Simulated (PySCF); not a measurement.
C3H6O, SMILES C=C(C)O.

Geometry: PBE0-D3(BJ)/def2-SVP. One conformer was computed; it need not be the lowest.

Calculation: TDA-CAM-B3LYP/def2-SVPD (PySCF).

Vertical excitations.  State labels are in the subgroup Cs.

| state | symmetry | energy (eV) | λ (nm) | f | main pairs |
|---|---|---|---|---|---|
| S1 | A" | 5.86 | 212 | 0.004 | HOMO→LUMO 94 % |
| S2 | A" | 7.09 | 175 | 0.011 | HOMO→LUMO+2 84 % |
| S3 | A' | 7.14 | 174 | 0.408 | HOMO→LUMO+1 91 % |
| S4 | A" | 7.46 | 166 | 0.017 | HOMO→LUMO+3 89 % |
| S5 | A" | 7.98 | 155 | 0.001 | HOMO→LUMO+4 72 %, HOMO→LUMO+5 16 % |
| S6 | A" | 8.32 | 149 | 0.030 | HOMO→LUMO+5 74 % |
| S7 | A' | 8.79 | 141 | 0.059 | HOMO→LUMO+6 93 % |
| S8 | A" | 8.85 | 140 | 0.022 | HOMO→LUMO+7 88 % |
| S9 | A" | 9.29 | 134 | 0.000 | HOMO−1→LUMO+1 90 % |
| S10 | A" | 9.32 | 133 | 0.011 | HOMO→LUMO+8 79 % |
| T1 | A' | 4.27 | 290 | 0 | HOMO→LUMO+1 90 % |
| T2 | A" | 5.70 | 218 | 0 | HOMO→LUMO 93 % |
| T3 | A" | 6.97 | 178 | 0 | HOMO→LUMO+2 78 % |
| T4 | A" | 7.34 | 169 | 0 | HOMO→LUMO+3 79 % |
Triplets are in the Tamm–Dancoff approximation.
